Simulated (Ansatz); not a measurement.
CaCl₂, charge -1, doublet, geometry from GFN2-xTB (such geometries of metal compounds can be far from the true shape) (a state made from the parent by changing its charge; the spin is typed, not shown lowest) (a gas-phase anion, which may not be bound at this level). Base run: B3LYP/STO-3G (Ansatz, an electronic-structure program).

Here is a job for Ansatz.
Ansatz 0.2 input:
```yaml
crystal:
  periodic: [false, false, false]
  atoms:
    - {symbol: Ca, position_ang: [0.21041032, -0.79122363, 0.00034680]}
    - {symbol: Cl, position_ang: [1.53102219, 0.90477583, -1.61871510]}
    - {symbol: Cl, position_ang: [-1.77856375, 0.02607551, 1.61830710]}
basis:
  gaussian:
    orbitals: STO-3G
hamiltonian:
  xc: b3lyp
total_charge: -1
magnetization: {spin_polarized: true, initial_magnetization: 1}
```

Each row names what was changed in the base input (with any setting that the change needs).

```json
[
 {"change": "base", "ΔE vs base (mEh)": "0.000", "outcome": "converged"},
 {"change": "occupation = up:A1:13 A2:1 B1:5 B2:9 down:A1:12 A2:2 B1:4 B2:9", "ΔE vs base (mEh)": "223.8", "outcome": "converged"},
 {"change": "occupation = up:A1:12 A2:3 B1:4 B2:9 down:A1:12 A2:2 B1:4 B2:9", "ΔE vs base (mEh)": "-", "outcome": "input refused"},
 {"change": "occupation = up:A1:13 A2:2 B1:5 B2:8 down:A1:12 A2:2 B1:4 B2:9", "ΔE vs base (mEh)": "225.0", "outcome": "converged"},
 {"change": "occupation = up:A1:13 A2:2 B1:4 B2:9 down:A1:12 A2:2 B1:4 B2:9", "ΔE vs base (mEh)": "0.000", "outcome": "converged"},
 {"change": "symmetry_tolerance_ang = 0.01", "ΔE vs base (mEh)": "0.000", "outcome": "converged"},
 {"change": "occupation = up:A1:13 A2:1 B1:4 B2:10 down:A1:12 A2:2 B1:4 B2:9", "ΔE vs base (mEh)": "342.3", "outcome": "converged"}
]
```

A gas-phase anion may not be bound at this level; its values then depend on the basis.

- occupation = up:A1:12 A2:3 B1:4 B2:9 down:A1:12 A2:2 B1:4 B2:9: ended with `Error: 3 electrons of one spin were asked for in irrep 3 (counted from 0), which has 2 orbitals`
